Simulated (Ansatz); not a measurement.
Basis-set extrapolation for C$_{2}$H$_{6}$OSi, SMILES `C=C(O)[SiH3]` (PBE0-D4/def2-TZVP geometry, frozen core, the Gaussian-basis code of Ansatz). Multiplicity 1, RHF reference.

|  | def2-TZVPP | def2-QZVPP |
| --- | --- | --- |
| HF | -443.063774 | -443.080155 |
| MP2 correlation | -0.691278 | -0.740950 |
| CCSD(T) correlation | -0.760015 | not run |

Energies in hartree. Use E(X) = E(∞) + A·exp(−7.88·√X) for Hartree–Fock and E(X) = E(∞) + B·X^(−2.97) for correlation, with X = 3 and 4, and add CCSD(T) minus MP2 of the smaller set to the MP2 limit.

Q: What is the CCSD(T) energy at the basis-set limit?

A: HF limit: -443.080155 + (-0.016381) × 0.13774 = -443.08241. MP2 limit: -0.740950 + (-0.049672) × 0.74074 = -0.77774. Higher-order term: -0.760015 − (-0.691278) = -0.06874. Total: -443.92889 hartree, 66.0 kcal/mol below CCSD(T)/def2-TZVPP.
